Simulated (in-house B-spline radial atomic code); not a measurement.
Configurations of Nd, with energies counted from [Xe] 4f4 6s2. Level of theory: Dirac-Hartree-Fock, average of configuration, Fermi nucleus of rms radius 4.9123 fm; calculated with a B-spline radial code for spherical atoms. Energies include first-order Breit, QED and recoil terms.

Occupations are held fixed; configurations that lie above the ionisation limit could autoionise.

```tsv
configuration	E - E(ref) (eV)	highest orbital	its <r> (bohr)
[Xe] 4f4 5d1 6s1	1.4595	5d5/2	3.717
[Xe] 4f4 6s1 6p1	1.4784	6p3/2	6.386
[Xe] 4f3 6s2 9s1	4.1304	9s1/2	32.87
[Xe] 4f4 6s1 7g1	4.2844	7g9/2	63.49
[Kr] 4d10 4f4 5s2 5p5 5d1 6s2	20.856	6s1/2	4.551
[Kr] 4d10 4f4 5s2 5p5 6s2 10s1	25.561	10s1/2	48.59
[Kr] 4d9 4f5 5s2 5p6 6s2	120.44	6s1/2	4.757
[Kr] 4d9 4f4 5s2 5p6 6s2 7g1	125.82	7g9/2	63.48
```

Q: Order these further configurations by energy, lowest first.
A. [Xe] 4f4 6s1 8p1
B. [Kr] 4d9 4f4 5s2 5p6 6s2 8p1
C. [Xe] 4f4 6s1 6g1
D. [Xe] 4f4 6s1 10d1
E. [Xe] 4f3 6s2 7g1

A: A (3.8081 eV), C (4.1841 eV), D (4.3109 eV), E (4.4781 eV), B (125.29 eV).

Q: How far above the reference does [Kr] 4d9 4f4 5s2 5p6 6s2 10p1 lie?

A: 125.73 eV; its least bound orbital is 10p3/2 with <r> = 56.14 bohr.

Q: How far above the reference does [Kr] 4d10 4f4 5s2 5p5 6s2 8s1 lie?

A: 24.968 eV; its least bound orbital is 8s1/2 with <r> = 20.43 bohr.

Q: How far above the reference does [Kr] 4d10 4f4 5s2 5p5 6s2 8d1 lie?

A: 25.484 eV; its least bound orbital is 8d5/2 with <r> = 38.17 bohr.
